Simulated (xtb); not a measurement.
Be(Et)2 (C4H10Be), SMILES C[CH2][Be][CH2]C. All values are semi-empirical tight-binding results from xtb (GFN2-xTB unless named), good for trends rather than for accurate numbers. Geometry optimised at GFN2-xTB. The isomer is the one that the SMILES or the coordinates give; other isomers of the formula were not compared. Other conformers were not sampled.

For metal compounds this method's bond lengths and energies can be far off.

| Item | Value |
|---|---|
| point group as xtb finds it | C2 |
| orbital gap | 4.64 eV |
| zero-point energy | 80.1 kcal/mol |
| G − E(el) at 298.15 K (modified RRHO) | 59.6 kcal/mol |

Task: Give the IR lines (harmonic; lines under 4 % of the strongest left out, lines within 3 cm⁻¹ merged). (The exact figures need the calculation; the answer reports its results.)

Result: ν (cm⁻¹): 258 (w), 321 (s), 481 (m), 558 (vs), 899 (m), 932 (w), 1006 (m), 1045 (w), 1281 (w), 2897 (m), 2930 (m), 2980 (m), 3018 (m), 3027 (m) (against the strongest line: vs over 80 %, s over 45 %, m over 15 %, w over 4 %, vw less)
